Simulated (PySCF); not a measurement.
## [WOF5]− at several levels of theory

Computed with PySCF 2.14.0 (density fitting, no spin-orbit coupling) at the geometry relaxed with BP86:

```xyz
7
[WOF5]− (singlet)
W     0.0705   -0.0439    0.0486
O     1.2895   -0.7441    1.0783
F    -0.0540    1.5899    1.0275
F    -1.3905   -0.7454    1.0561
F     1.3219    0.7807   -1.1330
F    -1.3194    0.7335   -1.1223
F    -0.0211   -1.5491   -1.1223
```

```json
{"level": "BP86", "basis": "W def2-SVP with ECP60, O def2-SVP, F def2-SVP", "state": "singlet", "HOMO (eV)": "-3.22", "gap (eV)": "4.08", "charge on W1 (e)": "1.18", "dipole about the centre of mass (D)": "0.54", "largest force component (eV/Å)": "0.04"}
{"level": "CAM-B3LYP", "basis": "the same", "state": "singlet", "HOMO (eV)": "-6.60", "gap (eV)": "9.21", "charge on W1 (e)": "1.42", "dipole about the centre of mass (D)": "0.74", "largest force component (eV/Å)": "1.31"}
{"level": "TPSSh", "basis": "the same", "state": "singlet", "HOMO (eV)": "-4.11", "gap (eV)": "5.25", "charge on W1 (e)": "1.41", "dipole about the centre of mass (D)": "0.63", "largest force component (eV/Å)": "0.51"}
{"level": "wB97X", "basis": "the same", "state": "singlet", "HOMO (eV)": "-7.62", "gap (eV)": "11.32", "charge on W1 (e)": "1.52", "dipole about the centre of mass (D)": "0.77", "largest force component (eV/Å)": "1.53"}
{"level": "BP86", "basis": "W def2-TZVP with ECP60, O def2-TZVP, F def2-TZVP", "state": "singlet", "HOMO (eV)": "-3.60", "gap (eV)": "4.22", "charge on W1 (e)": "1.48", "dipole about the centre of mass (D)": "0.61", "largest force component (eV/Å)": "0.25"}
{"level": "BP86", "basis": "W x2c-SVPall, O x2c-SVPall, F x2c-SVPall", "state": "singlet", "HOMO (eV)": "-3.49", "gap (eV)": "3.96", "charge on W1 (e)": "0.94", "dipole about the centre of mass (D)": "0.59", "largest force component (eV/Å)": "0.84"}
```

Charges are Mulliken's, which hang on the basis. The relaxation used the grid (50, 194), these runs (75, 302) or, all-electron (x2c bases, spin-free X2C Hamiltonian), (99, 590).

Question: What does BLYP with W def2-SVP with ECP60, O def2-SVP, F def2-SVP give here?

Answer: state singlet, HOMO (eV) -3.01, gap (eV) 4.08, charge on W1 (e) 1.13, dipole about the centre of mass (D) 0.54, largest force component (eV/Å) 0.30. Time: 11 s on 2 threads of Arm Neoverse N1, with other jobs on the host, from an already converged density.

In the first row's basis the gap widens with exact exchange: 4.1 eV for BP86, BLYP (none); 5.2 eV for TPSSh (a fixed share); 9.2 to 11.3 eV for CAM-B3LYP, wB97X (rising or full at long range).
